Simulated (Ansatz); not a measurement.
`[F][Ta]([Cl])([Cl])([Cl])[Cl]`, relaxed with RKS PBE0-D4/def2-TZVP in the Gaussian-basis code of Ansatz from a PBE-D4/def2-SVP geometry. The force threshold is 0.005 eV/Å; the program also tests the step.

Total charge 0; spin multiplicity 1. Ta takes the def2 core potential.

Start:

```xyz
6

F     1.880    0.308    0.301
Ta    0.054    0.009    0.008
Cl    0.275    1.312   -1.926
Cl   -0.711   -1.782   -1.206
Cl    0.069   -1.252    1.984
Cl   -1.567    1.406    0.839
```

```tsv
step	energy (eV)	largest force (eV/Å)	largest move (Å)
1	-54351.5250	0.743	0.000
2	-54351.5494	0.331	0.044
3	-54351.5616	0.041	0.022
4	-54351.5617	0.002	0.006
```

End:

```xyz
6

F     1.856    0.306    0.298
Ta    0.055    0.009    0.009
Cl    0.264    1.296   -1.910
Cl   -0.693   -1.766   -1.194
Cl    0.060   -1.243    1.962
Cl   -1.541    1.397    0.835
```

Run time 29 s (4 threads of an Arm Neoverse V2 on a shared host); peak host memory 0.82 GiB.
